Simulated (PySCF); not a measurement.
Geometry:
```csv
atom,x (Å),y (Å),z (Å)
C1,-3.228,1.957,0.406
C2,-2.575,0.951,0.361
C3,-1.764,-0.218,0.286
N4,-2.214,-1.292,0.768
C5,-0.428,0.033,-0.391
C6,0.464,-1.194,-0.442
S7,2.024,-0.878,-1.345
Si8,3.087,0.381,0.025
H9,-3.813,2.828,0.452
H10,-1.603,-2.100,0.689
H11,0.075,0.843,0.148
H12,-0.622,0.391,-1.406
H13,0.723,-1.543,0.559
H14,-0.014,-2.002,-0.997
H15,2.878,-0.183,1.354
H16,2.545,1.736,-0.037
H17,4.458,0.304,-0.440
```

PySCF 2.14.0 with density-fitted response routines calculation with PBE0/pcSseg-1 with gauge-including orbitals and GFN2-xTB geometry; gas phase, a single conformation, non-relativistic, rapidly exchanging positions averaged.

Shifts are taken against calculated references (same method and geometry level): 13C vs TMS.

Q: Do the 13C shifts follow the atomic charges (in e)? Tabulate both.

A: 
```
atoms  hybridisation  δ (ppm)  σ para (ppm)  Hirshfeld    IAO  Mulliken  ESP-fitted
   C3              –    165.3          -230      +0.10  +0.17     -0.13       +0.69
   C2              –     87.6          -154      -0.04  -0.03     +0.41       -0.26
   C1              –     85.3          -157      -0.08  -0.20     -0.33       -0.27
   C5              –     47.9          -114      -0.08  -0.29     -0.18       -0.16
   C6              –     30.0           -95      -0.07  -0.33     -0.38       -0.21
```

Correlation coefficients of δ with charge over these carbons: Hirshfeld +0.89, IAO +0.96, Mulliken +0.26, ESP-fitted +0.84; with the paramagnetic shielding -1.00. With so few points these coefficients are fragile. Charge is one influence among several: hybridisation and low-lying excitations act through the paramagnetic term.

Shifts are as computed. Against solution values, carbons near 30 ppm lie about +3 ppm off and those near 130 ppm about +5 ppm. Of 1211 compounds with measured shifts, 218 miss one by over three times the rms of a fit or turn the order of signals round; such compounds aren't used in these exercises.
